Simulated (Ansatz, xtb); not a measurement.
# Two isomers of CH7GeSi

Structure a is `[CH3][GeH][SiH3]`, a doublet and structure b is `C[SiH2][GeH2]`, a doublet. Both are isolated molecules in the gas phase, relaxed with B3LYP-D3(BJ)/def2-SVP; the shapes shown needn't be the lowest conformers.

a (Å):

```tsv
atom	x (Å)	y (Å)	z (Å)
C	-0.8740	-1.3712	-0.4463
Ge	-0.1540	0.4503	-0.1389
Si	2.1625	0.4588	0.4784
H	-0.3705	-1.8254	-1.3154
H	-0.7027	-2.0052	0.4355
H	-1.9539	-1.3248	-0.6499
H	-0.4191	1.3218	-1.4014
H	3.0399	-0.1406	-0.5766
H	2.3327	-0.3365	1.7305
H	2.6131	1.8587	0.7303
```

b (Å):

```xyz
10

C    -0.5219   -1.2973   -0.3923
Ge    1.9452    0.9512    0.9179
Si    0.8225   -0.0779   -0.9296
H    -1.0076   -1.7428   -1.2763
H    -0.0930   -2.1102    0.2137
H    -1.2930   -0.7898    0.2076
H     0.2277    1.0127   -1.7586
H     1.8554   -0.7780   -1.7501
H     2.7054   -0.0502    1.8289
H     1.0156    1.8046    1.8226
```

Q: Estimate which is lower in electronic energy at CCSD(T)/def2-SVP + ΔMP2/def2-TZVPP, and by roughly how much.

A: The CCSD(T)/def2-SVP + ΔMP2/def2-TZVPP calculation puts structure b lower, by 0.125 eV.

The same difference at several levels:

```tsv
level	geometry	E(b) − E(a) (eV)	departure from the last row (eV)	job, with rough time for the two
GFN2-xTB	GFN2-xTB	+0.115	+0.240	optimisation, 0.1 s
HF/STO-3G	GFN2-xTB	−0.010	+0.115	single point, 0.97 s
r2SCAN-D4/def2-SVP	GFN2-xTB	−0.137	−0.012	single point, 7.5 s
B3LYP-D3(BJ)/def2-SVP	B3LYP-D3(BJ)/def2-SVP	−0.144	−0.019	optimisation, 68 s
HF/def2-SVP	B3LYP-D3(BJ)/def2-SVP	−0.163	−0.038	part of the CCSD(T) run
MP2/def2-SVP	B3LYP-D3(BJ)/def2-SVP	−0.150	−0.024	part of the CCSD(T) run
CCSD(T)/def2-SVP	B3LYP-D3(BJ)/def2-SVP	−0.149	−0.024	single point
CCSD(T)/def2-SVP + ΔMP2/def2-TZVPP	B3LYP-D3(BJ)/def2-SVP	−0.125		single point, 53 s
```

As drawn, b has 1 C–Si, 1 Ge–H in place of 1 C–Ge, 1 Si–H.

GFN2-xTB puts the two in the other order. HF/STO-3G finds them nearly level. The largest departure from CCSD(T)/def2-SVP + ΔMP2/def2-TZVPP is that of GFN2-xTB, 0.240 eV. The last row adds to CCSD(T) the change of the MP2 difference between the two basis sets, here +0.024 eV.

With harmonic frequencies from B3LYP-D3(BJ)/def2-SVP (ideal gas, rigid rotor, one conformer each, 298.15 K, 1 atm): the zero-point term adds −0.006 eV; ΔH is −0.134 and ΔG −0.122 eV.

Open shells are spin-unrestricted. The correlated steps freeze 15 core orbitals; the filled d shell of Ge is correlated, in a basis made for valence electrons. Mirror images aren't counted in ΔG. Programs: Ansatz 0.2.0, xtb 6.7.1; the last row on 2 threads of Arm Neoverse V1 on a shared host.
